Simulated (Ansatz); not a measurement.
Saddle point of Zn2SiH2O3F4, singlet (Zn₂SiH₂O₃F₄ ([OH][Zn][O][Zn]1[OH][Si]([F])([F])([F])[F]1) → Zn₂SiHO₃F₃ ([OH][Zn][O][Zn][O][Si]([F])([F])[F]) + HF; bonds formed: F2–H6; dative contacts that become bonds: Si1–O7; bonds broken: Si1–F2, F5–Zn8, H6–O7), PBE0-D4/def2-TZVP structure:

| atom | x (Å) | y (Å) | z (Å) |
| --- | --- | --- | --- |
| Si1 | 1.8857 | -0.6093 | -0.6950 |
| F2 | 3.6175 | 0.1957 | -0.4114 |
| F3 | 2.0812 | -0.4615 | -2.2495 |
| F4 | 2.4221 | -1.9562 | -0.0833 |
| F5 | 0.2726 | -0.9607 | -0.6847 |
| H6 | 2.8605 | 0.8392 | 0.1511 |
| O7 | 1.6535 | 0.7382 | 0.2715 |
| Zn8 | -0.1006 | 1.0012 | 0.7172 |
| O9 | -1.7038 | 1.4323 | 1.2549 |
| Zn10 | -3.2317 | 0.6261 | 0.9089 |
| O11 | -4.8554 | -0.0285 | 0.6824 |
| H12 | -4.9016 | -0.8164 | 0.1379 |

Energies are electronic, without zero-point energy. Barriers and step energies count from the start structure reached by relaxing down the imaginary mode; all methods use the PBE0-D4 structures, on which another method's saddle can fall below an end. Computed with Ansatz 0.2.0 (basis: def2-TZVPP, with def2-QZVPP for the basis limit); correlated methods freeze the cores. The 3s and 3p shells of Cu and Zn are frozen; filled d shells are correlated. B3LYP uses VWN-RPA correlation. Extrapolation: Hartree–Fock as exp(−7.88 √X), correlation as X^−2.97.

```json
{"method": "SPW92", "barrier (kcal/mol)": "17.04", "step energy (kcal/mol)": "7.76"}
{"method": "PBE-D4", "barrier (kcal/mol)": "18.96", "step energy (kcal/mol)": "2.36"}
{"method": "BLYP-D4", "barrier (kcal/mol)": "20.73", "step energy (kcal/mol)": "0.21"}
{"method": "r2SCAN-D4", "barrier (kcal/mol)": "22.97", "step energy (kcal/mol)": "5.76"}
{"method": "B97M-V", "barrier (kcal/mol)": "26.29", "step energy (kcal/mol)": "5.59"}
{"method": "PBE0-D4", "barrier (kcal/mol)": "23.12", "step energy (kcal/mol)": "4.48"}
{"method": "B3LYP-D4", "barrier (kcal/mol)": "23.95", "step energy (kcal/mol)": "2.52"}
{"method": "r2SCAN0-D4", "barrier (kcal/mol)": "25.68", "step energy (kcal/mol)": "6.84"}
{"method": "BHLYP-D4", "barrier (kcal/mol)": "?", "step energy (kcal/mol)": "5.36"}
{"method": "CAM-B3LYP-D4", "barrier (kcal/mol)": "24.86", "step energy (kcal/mol)": "4.71"}
{"method": "wB97X-V", "barrier (kcal/mol)": "?", "step energy (kcal/mol)": "5.82"}
{"method": "wB97M-V", "barrier (kcal/mol)": "24.91", "step energy (kcal/mol)": "6.17"}
{"method": "B2PLYP", "barrier (kcal/mol)": "?", "step energy (kcal/mol)": "3.00"}
{"method": "PBE-QIDH", "barrier (kcal/mol)": "25.26", "step energy (kcal/mol)": "5.43"}
{"method": "RPA on PBE", "barrier (kcal/mol)": "24.38", "step energy (kcal/mol)": "3.91"}
{"method": "HF", "barrier (kcal/mol)": "36.31", "step energy (kcal/mol)": "4.90"}
{"method": "MP2", "barrier (kcal/mol)": "23.50", "step energy (kcal/mol)": "2.96"}
{"method": "CCSD", "barrier (kcal/mol)": "27.42", "step energy (kcal/mol)": "4.79"}
{"method": "CCSD(T)", "barrier (kcal/mol)": "25.54", "step energy (kcal/mol)": "4.55"}
```

Fill in the withheld barriers. (Judge from chemistry; the value comes from the calculation.)

The calculation gives: wB97X-V 25.05; B2PLYP 24.52; BHLYP-D4 28.90 kcal/mol. Each is the energy of the saddle less that of the start structure, by the same method.

For comparison, the barrier by CCSD(T) at an estimated basis limit (MP2 extrapolated from triple and quadruple zeta, plus CCSD(T) − MP2 in triple zeta) is 27.05 kcal/mol.

No T1 diagnostic of these runs exceeds 0.016.

The step is the kind of ligand exchange by which a precursor binds to a hydroxyl group, or is hydrolysed, in atomic layer deposition of oxides. Here a small cluster stands in for the surface site.

Labels in which every atom is bracketed show which atoms are joined, not bond orders.

For scale, one of the runs: CCSD(T)/def2-TZVPP, 415 basis functions, launched by `ansatz run in.yaml --threads 4 --pin off --events-out ev --progress --plain --max-ram 66560MiB --backend cuda --devices 0, --max-vram 37GiB`. The run took 3.1 min on 4 CPU threads of an AMD EPYC 7R13 and a share of one NVIDIA H100 (shared host), with 1.7 GiB of host memory at its peak.
